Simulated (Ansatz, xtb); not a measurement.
# C3H5FGeO3: 3 structures ranked

3 gas-phase structures of C3H5FGeO3, from a drawn sample of its isomers (lower ones may exist). Each was relaxed with GFN2-xTB:

A. `O=C1O[C@@H](F)[C@H]([GeH3])O1`, a singlet
B. `O=C1O[C@@H](F)[C@@H]([GeH3])O1`, a singlet
C. `O=C1OC[C@@](F)([GeH3])O1`, a singlet

Problem. Estimate their order in r2SCAN-D4/def2-SVP energy at these geometries, lowest first.

Solution. Calculated order at r2SCAN-D4/def2-SVP: B (0.0), A (0.9), C (1.8) kcal/mol. Less than 1 kcal/mol parts B and A; A and C, so the order within those pairs means little.

Energies above the lowest of each column, in kcal/mol; the last columns are at B3LYP-D3(BJ)/def2-SVP geometries:

| structure | GFN2-xTB | HF/STO-3G | r2SCAN-D4/def2-SVP | B3LYP-D3(BJ)/def2-SVP | CCSD(T)/def2-SVP + ΔMP2/def2-TZVPP |
| --- | --- | --- | --- | --- | --- |
| B | 0.0 | 0.0 | 0.0 | 0.0 | 0.0 |
| A | 3.9 | 1.5 | 0.9 | 1.8 | 0.9 |
| C | 1.9 | 0.4 | 1.8 | 2.8 | 2.7 |

Every level run on B puts it lowest or level with the lowest. Flexible structures stand in one conformer each, not always the lowest. ΔMP2 is the change of the MP2 energy from the smaller to the larger basis.

Programs: Ansatz 0.2.0, xtb 6.7.1.
